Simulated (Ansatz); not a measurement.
CH₃O (SMILES [CH2-]O), charge -1, singlet, at a GFN2-xTB geometry (a gas-phase anion, which may not be bound at this level); Ansatz (a program for electronic structure) with CCSD/STO-3G.

The Ansatz input:
Ansatz 0.2 input:
```yaml
crystal:
  periodic: [false, false, false]
  atoms:
    - {symbol: C, position_ang: [-0.20279747, 0.76033189, -0.01087792]}
    - {symbol: O, position_ang: [-0.06501536, -0.72802358, 0.00864442]}
    - {symbol: H, position_ang: [0.87204730, -0.97615677, 0.01814578]}
    - {symbol: H, position_ang: [0.42634008, 1.13030271, 0.88017106]}
    - {symbol: H, position_ang: [0.43852035, 1.10805134, -0.90220468]}
basis:
  gaussian:
    orbitals: STO-3G
total_charge: -1
magnetization: {spin_polarized: false}
correlation: {method: ccsd}
```

Q: Predict the main parts of the log of this Ansatz run.

A: 
```
Functional definition: HF
179 factors; integrals over basis functions are off by at most 2.5e-5 eV
mean field evaluation 1: about -3065.5004 eV, gradient 1.1e1 eV
mean field evaluation 2: about -3065.6232 eV, gradient 1.1e1 eV
mean field evaluation 4: about -3066.2488 eV, gradient 6.9e-1 eV
mean field evaluation 8: about -3066.2519 eV, gradient 2.1e-6 eV
mean field evaluation 16: about -3066.2517 eV, gradient 1.8e-1 eV
mean field -3066.25186162 eV, -112.6826775342 hartree, gradient 2.0e-6 eV, S^2 0.000000; 0 other end points of the search recorded, 0 dependent functions left out
2 core orbitals not correlated
reference -3066.25186162 eV, -112.6826775342 hartree; 7, 7 occupied and 4, 4 virtual orbitals, 179 factors
second order -2.00777829 eV of doubles, -0.00000000 eV of singles
cycle   1  -2.50806439 eV  change   -5.0e-1 eV  update   5.3e-2
cycle   2  -2.74945470 eV  change   -2.4e-1 eV  update   2.0e-2
cycle   3  -2.76192967 eV  change   -1.2e-2 eV  update   4.7e-3
cycle   4  -2.76324920 eV  change   -1.3e-3 eV  update   1.8e-3
cycle   5  -2.76315794 eV  change    9.1e-5 eV  update   5.1e-4
cycle   6  -2.76298052 eV  change    1.8e-4 eV  update   1.5e-4
cycle   7  -2.76294866 eV  change    3.2e-5 eV  update   5.4e-5
cycle   8  -2.76297326 eV  change   -2.5e-5 eV  update   1.4e-5
cycle   9  -2.76297076 eV  change    2.5e-6 eV  update   3.6e-6
Total energy: -3069.01483237 eV, -112.7842148368 hartree
```
